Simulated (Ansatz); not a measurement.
BBr₃ (`BrB(Br)Br`), relaxed with RKS PBE-D4/def2-SVP in Ansatz from a rough embedded geometry. The force threshold is 0.03 eV/Å; the program also tests the step.

The species carries charge 0 and has multiplicity 1.

Start:

```xyz
4

Br   -1.012   -0.516   -1.646
B     0.005    0.000   -0.024
Br   -0.916   -0.072    1.713
Br    1.923    0.588   -0.042
```

Q: By how much does the energy fall, and how many steps does the optimiser take? (Best estimate.)

A: Ansatz gave: 0.18 eV, in 3 steps.

Q: Which bonds change most? (Best estimate.)

A: Ansatz gave: B2–Br4 from 2.006 to 1.911 Å; Br1–B2 from 1.983 to 1.911 Å; B2–Br3 from 1.967 to 1.911 Å.

Q: Give the relaxed structure. (Estimate.)

A: Ansatz gave: 
```xyz
4

Br   -0.928   -0.484   -1.600
B     0.000    0.000    0.000
Br   -0.900   -0.070    1.685
Br    1.828    0.553   -0.086
```
